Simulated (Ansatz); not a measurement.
Mulliken charges of `OB1N[SiH2]1` from ωB97M-V/def2-TZVPP in Ansatz (PBE0-D4/def2-TZVP geometry).

```csv
atom,x (Å),y (Å),z (Å),charge (e)
O1,0.886,1.819,0.642,-0.299
B2,0.390,0.624,0.254,0.265
N3,-0.747,0.097,-0.355,-0.279
Si4,0.303,-1.276,-0.029,0.103
H5,0.300,2.559,0.456,0.178
H6,-1.631,0.395,-0.739,0.101
H7,-0.221,-2.275,0.941,-0.035
H8,0.812,-2.000,-1.225,-0.035
```

Q: By hand: the dipole of these point charges (1 e Å = 4.8032 D).

A: Σ q r = (-0.054, 0.108, -0.012) e Å, of length 0.121 e Å = 0.58 D.

Q: How does the dipole of the full density compare? (Best estimate.)

A: The calculation gave: (-0.411, 0.224, -0.168) e Å, 2.39 D; the point charges give 0.24 times that, at 37° from its direction.

Point charges leave out the atoms' own dipoles, such as those of lone pairs, and Mulliken's split depends on the basis, so the two needn't agree.
